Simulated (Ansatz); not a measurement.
Molecule: C$_{4}$H$_{9}$O (charge 0, doublet). It need not be the lowest isomer of its formula. 
Structure (B3LYP-D3(BJ)/def2-TZVP (Ansatz, an electronic-structure program) minimum search):
```
C
H 1 1.0971
C 1 1.4877 2 107.30
O 3 1.3736 1 114.93 2 -51.81
H 4 0.9626 3 109.71 1 -174.40
H 3 1.0874 4 116.76 5 -24.82
C 1 1.5293 2 108.58 3 119.33
H 7 1.0909 1 111.35 2 -58.89
H 7 1.0912 8 108.31 1 -121.99
H 7 1.0935 8 107.99 9 -116.23
C 1 1.5412 2 107.31 3 -120.47
H 11 1.0900 1 110.79 2 62.25
H 11 1.0927 12 108.40 1 121.67
H 11 1.0930 12 108.24 13 116.99
```
Charge 0, spin multiplicity 2.

Total electronic energies in hartree. Cores are frozen in the correlated levels unless marked. Open shells are spin-unrestricted. Spin-orbit coupling is left out. No relativistic terms. CBS marks a two-point X^-3 extrapolation of the correlation energy; Hartree-Fock from the larger set.

| level | program | energy (Eh) |
|---|---|---|
| HF/6-31G | Ansatz | -231.42720 |
| RI-HF/cc-pVTZ | Ansatz | -231.61363 |
| SVWN5/def2-TZVPD | Ansatz | [?] |
| PBE/def2-TZVPD | Ansatz | -232.79564 |
| BLYP-D4/def2-TZVPD | Ansatz + dftd4 | [?] |
| revPBE-D3(BJ)/def2-TZVPD | Ansatz + dftd3 | -233.05165 |
| revPBE-D4/def2-TZVPD | Ansatz + dftd4 | -233.05764 |
| r2SCAN/def2-TZVPD | Ansatz | -232.96449 |
| PBE0-D3(BJ)/def2-TZVP | Ansatz + dftd3 | -232.83099 |
| PBE0/def2-TZVP | Ansatz | -232.82270 |
| HSE06-D4/def2-TZVPD | Ansatz + dftd4 | -232.81805 |
| HSE06/def2-TZVPD | Ansatz | -232.81115 |
| LC-wPBE-D3(BJ)/def2-TZVPD | Ansatz + dftd3 | [?] |
| wB97X-V/def2-TZVPD | Ansatz | -233.02934 |
| B2PLYP-D3(BJ)/def2-TZVPD | Ansatz + dftd3 | -232.89772 |
| RPA@PBE/cc-pVQZ | Ansatz | -233.21119 |
| MP2/6-31G* | Ansatz | -232.20209 |
| MP2/cc-pwCVTZ | Ansatz | -232.54420 |
| RI-MP2/CBS(cc-pVTZ,cc-pVQZ) | Ansatz | -232.6519 |
| SCS-MP2/cc-pVTZ | Ansatz | -232.52849 |
| CCSD(T)/cc-pwCVTZ | Ansatz | -232.62880 |
| CCSD(T) with core electrons/cc-pwCVTZ | Ansatz | -232.87566 |
| CCSD(T)/CBS(cc-pVTZ,cc-pVQZ) | Ansatz | -232.7269 |

Problem. What belongs in the gaps?

Solution. 
- SVWN5/def2-TZVPD, energy (Eh): -231.06670
- BLYP-D4/def2-TZVPD, energy (Eh): -233.01300
- LC-wPBE-D3(BJ)/def2-TZVPD, energy (Eh): -232.97195
